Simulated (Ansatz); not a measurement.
A made-up structure of CH$_{2}$ISi (charge -1), closed shell:

```tsv
atom	x (Å)	y (Å)	z (Å)
C1	0.2493	0.1158	0.0628
Si2	-1.3260	-0.2537	-0.4495
I3	1.3906	-1.4264	1.0108
H4	-1.9359	0.8773	-1.0539
H5	0.9732	0.8890	0.1059
```

It is relaxed with PBE-D4/def2-SVPD and then PBE0-D4/def2-TZVPD (Ansatz 0.2.0). Atoms count as bonded within 1.22 times the sum of their covalent radii (H–H: 0.88 Å). The end point is not checked to be a true minimum.

Question: Does its bonding change? (Judge from chemistry; the calculation decides.)

Answer: Computed: No: no bond forms or breaks.

Where it ends: The first stage lowers the energy by 0.58 eV in 7 steps. It ends as CH₂ISi ([SiH][CH][I]), total charge -1:
| atom | x (Å) | y (Å) | z (Å) |
| --- | --- | --- | --- |
| C1 | 0.2007 | 0.0179 | 0.0745 |
| Si2 | -1.4279 | -0.3912 | -0.4464 |
| I3 | 1.4802 | -1.4022 | 1.0390 |
| H4 | -1.6752 | 1.0394 | -1.0013 |
| H5 | 0.7734 | 0.9381 | 0.0103 |

Labels in which every atom is bracketed show which atoms are joined, not bond orders.

For scale, one of the runs: PBE0-D4/def2-TZVPD relaxation, 157 basis functions, launched by `ansatz run in.yaml --threads 2 --pin off --events-out ev --progress --plain --max-ram 4352MiB`. Hardware: 2 CPU threads of an Arm Neoverse V1, shared host. Wall time about 37 s.
